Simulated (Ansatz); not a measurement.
Reaction (ligand exchange at the Si–C bond): `[SiH3]C1B[SiH2][SiH2]1` + `CB(C)O` → `CB(C)O[SiH3]` + `B1C[SiH2][SiH2]1`

Computed with Ansatz on PBE0-D4/def2-TZVP structures; ΔE is electronic, products minus reactants. CCSD(T)/CBS adds triple-zeta CCSD(T) − MP2 to the extrapolated MP2 energy (def2 sets, frozen cores). Each species was taken in one conformer, which may not be the lowest.

| species | CCSD(T)/CBS(def2) energy (Eh) |
| --- | --- |
| `[SiH3]C1B[SiH2][SiH2]1` | -935.46172 |
| `CB(C)O` | -180.36349 |
| `CB(C)O[SiH3]` | -470.67451 |
| `B1C[SiH2][SiH2]1` | -645.17493 |

(1) Work out ΔE.

Largest T1 diagnostic among the species: 0.015.

## Answers

(1) ΔE = (-470.67451) + (-645.17493) − (-935.46172) − (-180.36349) = -0.02423 Eh = -15.2 kcal/mol.

In def2-TZVPP, CCSD(T) changes the Hartree–Fock value by +5.9 kcal/mol (the triples alone add +0.9 kcal/mol) and MP2 by +6.1 kcal/mol. The D4 term adds +1.7 kcal/mol with B3LYP and +0.9 kcal/mol with PBE0; it sums over pairs of atoms, weighted by their polarisabilities, and B3LYP, whose exchange is more repulsive, gets the larger term.

B3LYP here is the variant with VWN-RPA as its local correlation; programs differ in this.
